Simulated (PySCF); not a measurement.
Molecule: `InChI=1S/C6H6F2O/c1-4-2-3-5(7)9-6(4)8/h3H,2H2,1H3`.

Bonds (- single, = double, # triple, : aromatic): C1-C2, C2=C3, C3-F4, C3-O5, O5-C6, C6-F7, C6=C8, C8-C9, C9-C2. C1 carries H10, H11, H12; C8 carries H13; C9 carries H14, H15.

Frames of a GFN2-xTB Langevin trajectory at 400 K; GIAO PBE0/pcSseg-1 shieldings in PySCF, gas phase, non-relativistic; equivalent atoms averaged within each frame.

Chemical shifts δ = σref − σ; TMS for ¹³C (σ = 186.93 ppm), ¹H (σ = 31.72 ppm); ¹⁹F (σ = 170.95 ppm) against CFCl3; H2O for ¹⁷O (σ = 336.08 ppm), all at this level. The references are static minima.

Question: How do the shifts (ppm) fluctuate along the trajectory?

Answer: 
```csv
time (fs),C3,C6,C2,C8,C9,C1,F4,F7,O5,H13
optimised geometry,160.4,165.4,87.9,78.4,31.1,15.3,-108.1,-96.3,176.8,4.35
250,170.1,167.8,88.1,83.1,31.7,7.8,-88.3,-106.9,196.6,4.61
425,166.8,163.5,91.7,79.0,39.9,17.2,-92.4,-96.9,186.9,4.27
625,161.4,164.8,90.0,77.3,34.7,14.8,-103.7,-93.7,185.5,5.30
800,162.0,173.3,81.4,80.8,29.5,14.8,-97.2,-87.8,215.2,4.47
1000,162.3,159.2,90.3,69.1,29.4,20.9,-98.3,-91.4,181.1,3.57
mean of frames,164.5,165.7,88.3,77.8,33.1,15.1,-96.0,-95.4,193.1,4.44
standard deviation,3.8,5.2,4.1,5.3,4.4,4.8,5.9,7.2,13.6,0.62
```

5 frames give an uncertainty of the mean of about the standard deviation over 2.2 at best, since frames this close in time may not be independent; classical motion lacks zero-point vibration, and the reference would need the same averaging.
